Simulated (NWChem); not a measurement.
Everything below was run with NWChem. System: H3FHf, charge 0, spin multiplicity 1, at a geometry optimised with B3LYP/def2-SVP with def2 effective core potentials on Hf. The structure started from a generated list of species.

Job file:

```
start mol
memory heap 200 mb stack 700 mb global 1700 mb
geometry units angstroms nocenter noautoz
  Hf     0.177673    -0.035272     0.000000
  F     -1.681835     0.333890     0.000000
  H      0.951397     0.701450     1.512636
  H      0.951397     0.701450    -1.512636
  H      0.441256    -1.868313     0.000000
  symmetry group Cs
end
basis spherical
  * library def2-qzvp
end
ecp
  Hf library def2-ecp
end
basis "ri basis" bse spherical
  * library def2-qzvp-rifit
end
dft
  xc pbe0
  iterations 100
  direct
  tolerances tight
end
task dft energy
gw
  method cdgw
  states alpha occ 4 vir 2
end
task dft gw
```

The output up to the point where the run's verdict is printed (cleaned and shortened):

```
             Northwest Computational Chemistry Package (NWChem) 7.3.0
             --------------------------------------------------------

                                NWChem Input Module
                                -------------------

 Scaling coordinates for geometry "geometry" by  1.889725989
 (inverse scale =  0.529177249)

 Turning off AUTOSYM since
 SYMMETRY directive was detected!

                             Geometry "geometry" -> ""
                             -------------------------

 Output coordinates in angstroms (scale by  1.889725989 to convert to a.u.)

  No.       Tag          Charge          X              Y              Z
 ---- ---------------- ---------- -------------- -------------- --------------
    1 Hf                  72.0000     0.17767300    -0.03527200     0.00000000
    2 F                    9.0000    -1.68183500     0.33389000     0.00000000
    3 H                    1.0000     0.95139700     0.70145000     1.51263600
    4 H                    1.0000     0.95139700     0.70145000    -1.51263600
    5 H                    1.0000     0.44125600    -1.86831300     0.00000000

 Effective nuclear repulsion energy (a.u.)     247.7949243844

            Nuclear Dipole moment (a.u.)
            ----------------------------
        X                 Y               Z
 ---------------- ---------------- ----------------
    -0.0000170075     0.0000245664     0.0000000000

      Symmetry information
      --------------------

 Group name             Cs
 Group number              2
 Group order               2
 No. of unique centers     4

      Symmetry unique atoms

     1    2    3    5


 Summary of "ao basis" -> "" (spherical)
 ------------------------------------------------------------------------------
       Tag                 Description            Shells   Functions and Types
 ---------------- ------------------------------  ------  ---------------------
 *                         def2-qzvp                  on all atoms

 Summary of "ri basis" -> "" (spherical)
 ------------------------------------------------------------------------------
[...]
   161     -0.145805  4 H  s                 29      0.135705  1 Hf d -1
    34      0.134028  1 Hf d -1              31     -0.131483  1 Hf d  1
    36     -0.129520  1 Hf d  1              19      0.111491  1 Hf pz

 Vector   13  Occ=0.000000D+00  E=-7.236823D-02  Symmetry=a"
              MO Center=  3.5D-01, -3.8D-01,  1.4D-08, r^2= 2.7D+00
   Bfn.  Coefficient  Atom+Function         Bfn.  Coefficient  Atom+Function
  ----- ------------  ---------------      ----- ------------  ---------------
    29      0.328933  1 Hf d -1              34      0.325222  1 Hf d -1
    22     -0.254061  1 Hf pz                39      0.228689  1 Hf d -1
    24      0.170128  1 Hf d -1              31      0.142058  1 Hf d  1
    36      0.135478  1 Hf d  1              41      0.125321  1 Hf d  1
    13      0.090587  1 Hf pz                26      0.073385  1 Hf d  1

 Vector   14  Occ=0.000000D+00  E=-7.236789D-02  Symmetry=a'
              MO Center=  4.7D-01,  2.1D-01, -1.4D-08, r^2= 2.7D+00
   Bfn.  Coefficient  Atom+Function         Bfn.  Coefficient  Atom+Function
  ----- ------------  ---------------      ----- ------------  ---------------
    30     -0.255447  1 Hf d  0              35     -0.253406  1 Hf d  0
    21      0.249204  1 Hf py                28      0.244312  1 Hf d -2
    33      0.237228  1 Hf d -2              38      0.192941  1 Hf d -2
    40     -0.173121  1 Hf d  0              25     -0.132136  1 Hf d  0
    23      0.126284  1 Hf d -2              12     -0.088855  1 Hf py

 Vector   15  Occ=0.000000D+00  E=-4.507830D-02  Symmetry=a'
              MO Center=  1.0D+00, -2.1D-01,  1.9D-13, r^2= 4.0D+00
   Bfn.  Coefficient  Atom+Function         Bfn.  Coefficient  Atom+Function
  ----- ------------  ---------------      ----- ------------  ---------------
    20      0.507718  1 Hf px                37      0.219437  1 Hf d  2
     7      0.211737  1 Hf s                  6     -0.207833  1 Hf s
    42      0.204524  1 Hf d  2              32      0.202546  1 Hf d  2
    11     -0.196104  1 Hf px                35     -0.137088  1 Hf d  0
    40     -0.127770  1 Hf d  0              30     -0.126535  1 Hf d  0

 center of mass
 --------------
 x =   0.02228637 y =  -0.00442342 z =   0.00000000

 moments of inertia (a.u.)
 ------------------
          40.932870799808          40.268526635069           0.000000000000
          40.268526635069         235.773635065486           0.000000000000
           0.000000000000           0.000000000000         243.767411496788

     Multipole analysis of the density
     ---------------------------------

     L   x y z        total         alpha         beta         nuclear
     -   - - -        -----         -----         ----         -------
     0   0 0 0     -0.000000    -12.000000    -12.000000     24.000000

     1   1 0 0      0.208699     10.176957     10.176957    -20.145214
     1   0 1 0     -0.041393     -2.020341     -2.020341      3.999289
     1   0 0 1     -0.000000     -0.000000     -0.000000      0.000000

     2   2 0 0    -25.449669    -62.435750    -62.435750     99.421832
     2   1 1 0      0.073202      8.283658      8.283658    -16.494114
     2   1 0 1     -0.000000     -0.000000     -0.000000      0.000000
     2   0 2 0    -25.095996    -22.355801    -22.355801     19.615606
     2   0 1 1      0.000000      0.000000      0.000000      0.000000
     2   0 0 2    -25.081692    -20.711683    -20.711683     16.341674

 Task  times  cpu:       70.4s     wall:       70.4s

                                NWChem Input Module
                                -------------------

                                 NWChem GW Module
                                 ----------------

                             ***********************
                             ***        GW       ***
                             ***********************

  bas_tag_lib: failed to locate basis hf_def2-qzvp-rifit in file libraries.bse/
```

The run crashed. NWChem stopped with the message: bas_tag_lib: no such basis available.
